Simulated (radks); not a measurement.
Q: Valence configurations of Te+ (all share [Kr]). Calculated with a radial shooting solver on a logarithmic mesh with Libxc functionals: scalar-relativistic Kohn-Sham, PBE, spin-polarised, spherical densities, point nucleus; open shells are filled with parallel spins first (spin-orbit coupling, left out, can overturn this in heavy ions). Order these by energy: 4d9.5 5s2 5p3.5; 4d8 5s2 5p5; 4d9 5s1 5p5; 4d10 5s2 5p3; 4d9 5s2 5p4; 4d9.5 5s1 5p4.5; 4d10 5s0.5 5p4.5; 4d10 5p5; 4d10 5s1 5p4; 4d9.5 5p5.5.

A: From the lowest, in eV above it: 4d10 5s2 5p3 0.000; 4d10 5s1 5p4 9.868; 4d10 5s0.5 5p4.5 15.796; 4d9.5 5s2 5p3.5 19.548; 4d10 5p5 21.374; 4d9.5 5s1 5p4.5 29.730; 4d9 5s2 5p4 40.155; 4d9.5 5p5.5 41.295; 4d9 5s1 5p5 50.649; 4d8 5s2 5p5 84.554. NIST lists [Kr] 4d10 5s2 5p3 as the ground configuration; this level of theory agrees among the configurations tried. The energies are those of spherical high-spin densities, not of single terms.
